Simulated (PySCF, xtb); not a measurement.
C₄H₁₁NSi, SMILES C/C(=C/[SiH3])CN.

GFN2-xTB (xtb) at its own geometry gives an orbital gap of 4.44 eV and a dipole moment of 3.40 D.

Coordinates come from a B3LYP-D3(BJ)/def2-SVP optimisation. The structure was generated by enumeration; whether it is a known compound was not checked. Other conformers were not sampled.

### Question
What does HF/def2-TZVP (PySCF) give? (An estimate is asked for; the answer gives what the named calculation found.)

### Answer
gap 12.60 eV (levels -9.40 and 3.20 eV), dipole 3.54 D.
